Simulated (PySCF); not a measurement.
SCF from a fresh guess for triplet RhSBr, at the B3LYP minimum. PySCF input:

```python
from pyscf import gto, scf, dft
mol = gto.M(atom='''
Rh    -0.460971     0.000000    -0.663241
S     -2.174620     0.000000     0.479027
Br     1.480307     0.000000     0.668848''',
    basis={'Rh': 'def2-SVP', 'S': 'def2-SVP', 'Br': 'def2-SVP'},
    ecp={'Rh': 'def2-SVP'},
    charge=0, spin=2)
mf = dft.UKS(mol, xc='B3LYP')
mf.grids.atom_grid = (50, 194)
aux = {'Rh': 'def2-universal-JKFIT', 'S': 'def2-universal-JKFIT', 'Br': 'def2-universal-JKFIT'}
mf = mf.density_fit(auxbasis=aux)
mf.conv_tol = 1e-08
mf.diis_space = 10
mf.max_cycle = 60
mf.init_guess = 'minao'
mf.verbose = 4
mf.kernel()
```

Excerpt of the output (cycles alone):

```
init E= -3071.63948958136
cycle= 1 E= -3081.07114974866  delta_E= -9.43  |g|= 1.45  |ddm|= 2.54
cycle= 2 E= -3066.86167546869  delta_E= 14.2  |g|= 3.58  |ddm|= 8.79
cycle= 3 E= -3082.46987115386  delta_E= -15.6  |g|= 0.324  |ddm|=  8.5
cycle= 4 E= -3082.43989474898  delta_E= 0.03  |g|=  0.4  |ddm|= 0.737
cycle= 5 E= -3082.53920735498  delta_E= -0.0993  |g|= 0.0794  |ddm|= 0.54
cycle= 6 E= -3082.54234010721  delta_E= -0.00313  |g|= 0.0426  |ddm|= 0.149
cycle= 7 E= -3082.54299776942  delta_E= -0.000658  |g|= 0.0248  |ddm|= 0.0556
cycle= 8 E= -3082.54311267202  delta_E= -0.000115  |g|= 0.023  |ddm|= 0.0227
cycle= 9 E= -3082.5433494264  delta_E= -0.000237  |g|= 0.0132  |ddm|= 0.03
cycle= 10 E= -3082.54344988829  delta_E= -0.0001  |g|= 0.0038  |ddm|= 0.0226
cycle= 11 E= -3082.54346263096  delta_E= -1.27e-05  |g|= 0.00085  |ddm|= 0.00934
cycle= 12 E= -3082.54346487697  delta_E= -2.25e-06  |g|= 0.000426  |ddm|= 0.00386
cycle= 13 E= -3082.543467006  delta_E= -2.13e-06  |g|= 0.00034  |ddm|= 0.00509
cycle= 14 E= -3082.54346968755  delta_E= -2.68e-06  |g|= 0.000223  |ddm|= 0.0096
cycle= 15 E= -3082.54347049128  delta_E= -8.04e-07  |g|= 0.000185  |ddm|= 0.00503
cycle= 16 E= -3082.54347082526  delta_E= -3.34e-07  |g|= 0.0001  |ddm|= 0.00338
cycle= 17 E= -3082.54347097429  delta_E= -1.49e-07  |g|= 6.36e-05  |ddm|= 0.00211
cycle= 18 E= -3082.543471051  delta_E= -7.67e-08  |g|= 3.48e-05  |ddm|= 0.00193
cycle= 19 E= -3082.54347107127  delta_E= -2.03e-08  |g|= 2.7e-05  |ddm|= 0.000754
cycle= 20 E= -3082.54347108261  delta_E= -1.13e-08  |g|= 2.11e-05  |ddm|= 0.000531
cycle= 21 E= -3082.54347109306  delta_E= -1.05e-08  |g|= 1.39e-05  |ddm|= 0.00059
cycle= 22 E= -3082.54347109903  delta_E= -5.97e-09  |g|= 9.42e-06  |ddm|= 0.000543
Extra cycle  E= -3082.54347109945  delta_E= -4.15e-10  |g|= 1.77e-05  |ddm|= 6.82e-05
converged SCF energy = -3082.54347109945  <S^2> = 2.0108146  2S+1 = 3.0072011
```

No lower solution of this spin was found from smeared starts or by a stability analysis within the unrestricted form.

With open d or f shells other occupations or spin states may lie lower.

The search for the lowest solution, 3 starts and the stability check together, took 26 s on 2 threads of a shared Arm Neoverse N1 host, with 81 basis functions; the process peaked at 0.36 GiB. Launch command: `OMP_NUM_THREADS=2 python axn.py task.json out`.
